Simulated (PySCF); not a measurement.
Species: VClF3 (doublet state).
Bonds: V1–Cl2, V1–F3, V1–F4, V1–F5.

The calculation used PBE0-D3(BJ)/def2-SVP geometry optimisation, gas phase (PySCF 2.14.0).

(1) Give the optimised bond lengths and angles.

## Answers

(1) 
```
               bond  length (bohr)
             V1–Cl2          4.045
V1–F3, V1–F4, V1–F5          3.209
```

Bonds in one row agree within 0.02 bohr and their mean is given. A selection of angles:
```
    angle  degrees
Cl2–V1–F3    106.9
Cl2–V1–F4    110.4
 F3–V1–F4    106.0
 F3–V1–F5    120.4
```

V1 (vanadium bonded to Cl and 3 F) is distorted tetrahedral (angles from 105.9° to 120.4°).

Point group: near C3v, missed by 0.23 Å at most; the miss may be what the optimiser left on a soft mode (Cs holds within 0.08 Å). PBE0-D3(BJ)/def2-SVP frequencies: not computed here. ⟨S²⟩ = 0.756 (exact for a doublet: 0.75).

Neither the SCF state along the optimisation nor the shape of the open-shell metal species was proved the lowest: other solutions of the same spin, or a structure of lower symmetry, can lie below.
